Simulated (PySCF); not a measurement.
**Identify the compound**

Molecular formula: C₆H₁₅PSi. Simulated spectra:

¹H NMR (400 MHz, computed): δ 4.20 (m, 1H), 3.04 (m, 1H), 2.09 (m, 2H), 1.42 (m, 2H), 1.40 (m, 2H), 1.05 (t, 3H), 0.71 (m, 2H), 0.58 (m, 2H).

¹³C{¹H} NMR (computed): δ 22.0 (CH2), 17.7 (CH2), 10.2 (CH3), 9.3 (CH2).

Level of theory: GIAO PBE0/pcSseg-1 shieldings, geometry: GFN2-xTB, in PySCF (a single conformation, rapidly exchanging positions averaged, no solvent, non-relativistic).

Scale: ¹H and ¹³C vs TMS (reference shieldings calculated alike).

Choose the structure that fits.
A. C[Si](C)(C)P1CCC1
B. C=[P@@]1(C)C[C@@H](C)[C@H]1[SiH3]
C. CC[SiH]1CCPCC1
D. CCCP1CC([SiH3])C1

Answers

C. 

1. 4 carbon signals for 6 carbons: some carbons are equivalent by symmetry or fast rotation.
2. Carbon types of the structure: 5 × CH2, 1 × CH3, leaving 2 H on heteroatoms.
3. δC 22.0: sp3 CH2 bonded to P.
4. δC 10.2: methyl carbon; aliphatic region, no heteroatom directly attached.
5. δH 4.20: hydrogen on a silicon bonded to 3 C, in a 6-membered ring.
6. δH 3.04: hydrogen on a phosphorus bonded to 2 C, in a 6-membered ring.
7. δH 2.09, 1.40: hydrogen on an sp3 CH2 bonded to P.

The others: C=[P@@]1(C)C[C@@H](C)[C@H]1[SiH3] would give 6 carbon signals, not 4; C[Si](C)(C)P1CCC1 would give 3 carbon signals, not 4; CCCP1CC([SiH3])C1 would give 5 carbon signals, not 4.

Splittings by ³¹P in the carbon and heteronuclear signals aren't shown, as no couplings were computed. Shifts are as computed. Against solution values, carbons near 30 ppm lie about +3 ppm off and those near 130 ppm about +5 ppm. Of 1211 compounds with measured shifts, 218 miss one by over three times the rms of a fit or turn the order of signals round; such compounds aren't used in these exercises. No couplings were computed; multiplicities are counted from neighbouring protons, with m where these are inequivalent, close in shift, in a saturated or five-membered ring or joined by F or P, and br s for small geminal =CH2 splittings.
